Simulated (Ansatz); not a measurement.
Consider the ligand exchange at a B–N bond: `BNC=C=C` + `C[SiH](O)F` → `BO[SiH](C)F` + `C=C=CN`.

Program: Ansatz. Geometries: PBE0-D4/def2-TZVP. ΔE: electronic, gas phase. CCSD(T)/CBS is the MP2 limit (def2-TZVPP, def2-QZVPP) plus CCSD(T) − MP2 in def2-TZVPP, frozen cores. DFT in def2-TZVPP. Each species was taken in one conformer, which may not be the lowest.

```tsv
species	r2SCAN energy (Eh)
`BNC=C=C`	-197.44424
`C[SiH](O)F`	-505.78563
`BO[SiH](C)F`	-531.24953
`C=C=CN`	-171.97311
```

**Question.** Work out ΔE.

**Answer.** ΔE = (-531.24953) + (-171.97311) − (-197.44424) − (-505.78563) = 0.00723 Eh = +19.0 kJ/mol. CCSD(T)/CBS gives +18.4 kJ/mol.

Largest T1 diagnostic among the species: 0.014.

In def2-TZVPP, CCSD(T) changes the Hartree–Fock value by +14.6 kJ/mol (the triples alone add +2.1 kJ/mol) and MP2 by +16.3 kJ/mol.
